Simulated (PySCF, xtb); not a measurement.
C4H9NSi, SMILES C(=C=C)[Si@@H](C)N.

xtb with GFN2-xTB at its own geometry gives an orbital gap of 4.55 eV and a dipole moment of 1.33 D.

The structure is a stationary point at r2SCAN-D4/def2-SVP. The structure was generated by enumeration; whether it is a known compound was not checked. The values are those of a single conformer.

What does PBE/def2-TZVP run with PySCF give? (An estimate is asked for; the answer gives what the named calculation found.)

gap 4.77 eV (levels -5.86 and -1.09 eV), dipole 0.93 D.
